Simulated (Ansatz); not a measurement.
`C[SiH](F)[SiH2]N` + H₂ → `N[SiH3]` + `C[SiH2]F` at 700 K and 1 bar (hydrogenolysis of the Si–Si bond).

Program: Ansatz. Geometries: PBE0-D4/def2-TZVP. ΔE: electronic, gas phase. CCSD(T)/CBS adds triple-zeta CCSD(T) − MP2 to the extrapolated MP2 energy (def2 sets, frozen cores). This one scheme is used for every species. One conformer a species, not always the lowest.

| species | CCSD(T)/CBS energy (Eh) | H − E (kJ/mol) | S (J/(mol·K)) |
| --- | --- | --- | --- |
| `C[SiH](F)[SiH2]N` | -775.61955 | 339.4 | 535.5 |
| H₂ | -1.17544 | 46.8 | 155.3 |
| `N[SiH3]` | -346.80422 | 180.7 | 336.3 |
| `C[SiH2]F` | -430.00374 | 203.1 | 369.0 |

H − E and S are ideal-gas, rigid-rotor, harmonic terms from PBE0-D4/def2-TZVP, for one conformer and one mirror image of each species. The MP2-based limit puts H₂ 0.8 mEh under its directly extrapolated value; such offsets cancel only in part. 1 Eh = 2625.50 kJ/mol, R = 8.31446 J/(mol·K).

Problem. By hand: ΔE, ΔH, ΔS and ΔG.

Solution. ΔE = (-346.80422) + (-430.00374) − (-775.61955) − (-1.17544) = -0.01297 Eh = -34.1 kJ/mol. Δ(H − E) = 180.7 + 203.1 − 339.4 − 46.8 = -2.4, so ΔH = -36.5 kJ/mol. ΔS = 336.3 + 369.0 − 535.5 − 155.3 = 14.5 J/(mol·K). ΔG = -36.5 − 700 × (14.5)/1000 = -46.6 kJ/mol.

Problem. By hand: the equilibrium constant, and the temperature at which ΔG would vanish if ΔH and ΔS stayed fixed.

Solution. log₁₀ K = −ΔG/(RT ln 10) = 3.5. ΔH and −TΔS have one sign here, so there is no such temperature.

The number of gas molecules stays the same, so ΔS is small and ΔH decides. A doubt of 5 kJ/mol in ΔE shifts log₁₀ K by 0.4 here. Other conformers and mirror images would add mixing entropy, several J/(mol·K) or more a flexible species. Modes under 60 cm⁻¹, often nearly free rotors, make the harmonic entropy too high. These are equilibria of isolated gas molecules and say nothing of rates. Largest T1 diagnostic: 0.011 (customary marks: 0.02 for closed shells, 0.045 for open ones).
